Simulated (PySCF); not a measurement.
# Spinor energies of Sr+ (strontium, charge +1)

Start: [Kr] 5s1; 5s1/2 filled at m_j = +1/2. Calculated with PySCF 2.14 in x2c-SVPall-2c with one added diffuse shell each of s, d type (7s7p7d1f, 70 functions): generalised Hartree-Fock with the X2C-1e Hamiltonian and a Gaussian nucleus; one run each with spin-orbit coupling (SO) switched off, then screened by Boettger's factors.

| spinor shell | electrons | ε, spin-free (eV) | ε, screened SO (eV) | weight of nominal j (screened SO) | rms radius, screened SO (bohr) |
| --- | --- | --- | --- | --- | --- |
| 1s1/2 | 2 | -16201.4 | -16200.8 | 1.000 | 0.0451 |
| 2s1/2 | 2 | -2266.7 | -2266.5 | 1.000 | 0.187 |
| 2p1/2 | 2 | -2009.7 | -2056.9 | 1.000 | 0.164 |
| 2p3/2 | 4 | -2009.7 | -1987.2 | 1.000 | 0.167 |
| 3s1/2 | 2 | -385.84 | -385.80 | 1.000 | 0.524 |
| 3p1/2 | 2 | -300.10 | -307.66 | 1.000 | 0.527 |
| 3p3/2 | 4 | -300.10 | -296.49 | 1.000 | 0.538 |
| 3d3/2 | 4 | -158.36 | -159.49 | 1.000 | 0.545 |
| 3d5/2 | 6 | -158.36 | -157.57 | 1.000 | 0.549 |
| 4s1/2 | 2 | -59.209 | -59.203 | 1.000 | 1.46 |
| 4p1/2 | 2 | -36.051 | -36.879 | 0.997 | 1.67 |
| 4p3/2 | 4 | -36.051 | -35.652 | 0.999 | 1.69 |
| 5s1/2 | 1 | -10.445 | -10.445 | 1.000 | 4.36 |

```tsv
quantity	spin-free	screened SO
E (hartree)	-3176.73698	-3176.97119
M_J	1/2	1/2
⟨J²⟩	0.750	0.750
⟨L²⟩	0.000	0.005
⟨S²⟩	0.750	0.755
```

Breit and QED terms are absent; they matter most for the inner s and p1/2 levels.

Densities and radii are taken from the X2C orbitals without a picture-change correction, which distorts them close to the nucleus.

Without spin-orbit coupling the j labels of p, d and f shells carry no meaning; the spin-free column gives the mean over the occupied spinors of each nl shell.
